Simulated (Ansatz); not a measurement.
Compare A (`CCC[O][AlH2]`) with its isomer B (`C[CH2][Al]([CH3])[OH]`).

Gas-phase electronic energies from Ansatz, PBE0-D4/def2-TZVP geometries. CCSD(T)/CBS is the MP2 limit (def2-TZVPP, def2-QZVPP) plus CCSD(T) − MP2 in def2-TZVPP, frozen cores. Functionals use def2-TZVPP. Each species was taken in one conformer, which may not be the lowest.

A:

Z-matrix (Å, degrees):
```
C
C 1 1.518
H 1 1.094 2 111.4
H 1 1.092 2 111.3 3 -120.1
H 1 1.094 2 111.2 3 120.0
C 2 1.515 1 112.2 3 -59.8
H 2 1.094 1 110.5 3 179.1
H 2 1.096 1 110.2 3 61.5
O 6 1.401 2 111.4 1 -177.2
H 6 1.101 2 109.4 1 59.4
H 6 1.098 2 109.3 1 -57.2
Al 9 1.687 6 133.7 2 -113.6
H 12 1.586 9 118.7 6 -1.4
H 12 1.577 9 116.4 6 178.7
```

B:

Z-matrix (Å, degrees):
```
C
C 1 1.530
H 1 1.094 2 112.3
H 1 1.094 2 111.7 3 120.3
H 1 1.094 2 111.7 3 -120.3
Al 2 1.963 1 115.3 3 179.7
H 2 1.098 1 110.0 3 57.1
H 2 1.098 1 110.0 3 -57.5
O 6 1.705 2 120.0 1 178.8
C 6 1.946 2 123.9 1 -1.3
H 9 0.956 6 123.3 2 -0.1
H 10 1.092 6 111.8 2 178.7
H 10 1.095 6 111.4 2 57.8
H 10 1.095 6 111.2 2 -60.6
```

Task: Which is lower in electronic energy at CCSD(T)/CBS, and by how much? (Best estimate.)

Result: The calculation gave: B, by 28.8 kcal/mol.

Task: Give E(B) − E(A) in kcal/mol with CCSD(T)/def2-TZVPP, CCSD/def2-TZVPP, BLYP-D4, ωB97M-V, LDA (SPW92), r2SCAN-D4, PBE0-D4. (Best estimate.)

Result: Ansatz gave: CCSD(T)/def2-TZVPP -27.5, CCSD/def2-TZVPP -27.0, BLYP-D4 -27.1, ωB97M-V -28.3, LDA (SPW92) -26.7, r2SCAN-D4 -29.2, PBE0-D4 -28.3. None reverses the order clearly.

Task: Does the order hold for the free energy at 298.15 K (harmonic terms from PBE0-D4)? (Estimate.)

Result: The calculation gave: Yes: G(B) − G(A) = -29.2 kcal/mol, for one conformer each. Modes under 60 cm⁻¹, often nearly free rotors, make the harmonic entropy too high.

Largest T1 diagnostic: 0.011.

At CCSD(T), def2-SVP lies +8.6 kcal/mol from the extrapolated value and def2-TZVPP +1.3 kcal/mol. From BLYP to BHLYP (50 % exact exchange), in def2-TZVPP and without D4, E(B) − E(A) moves by +1.8 kcal/mol.
